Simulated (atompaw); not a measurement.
# Pseudopotential generation for Mn (Z = 25): PAW (atompaw), PBE, scalar-relativistic.

atompaw 4.2.0.5 input, output lines left out:

```
Mn 25
GGA-PBE scalarrelativistic loggrid 1500 logderivrange -6 5 276
4 4 3 0 0 0
4 1 0
3 2 5
0 0 0
c
c
c
v
c
v
v
v
2
2.20 1.75 2.15 2.05
y
1.55
n
n
y
0.9
n
custom polynom2 7 10 vanderbiltortho besselshape
bessel
2.20
2.20
1.35
1.55
1.60
2.20
```

What the tests gave:

* Cutoffs needed: 180 Ry and over 300 Ry (the cutoffs (Ry, on a coarse ladder) from which the occupation-weighted sum of valence levels, in a spherical-Bessel basis at the reference potential, stays within 10 and 1 mRy of its value at 400 Ry)
* Ghost test: ghost state, extra bound levels that the all-electron valence spectrum of the same l lacks: s at -54.8 eV; a true bound ghost makes a file unfit for plane-wave use (spherical-Bessel basis up to 400 Ry, 20 bohr box)
* Lowest eigenvalue of the overlap operator: 0.09 (s channel)
* Overlap eigenvalues printed by atompaw (projector basis): 0.0753, 1.52, 1.74, 162, 223, 5.4e+03
* Share of each valence orbital outside the PAW sphere: 4s 76 %, 3p 1 %, 4p 92 %, 3d 9 %

Generation and tests took about 6.8 s on one core of a shared server CPU.
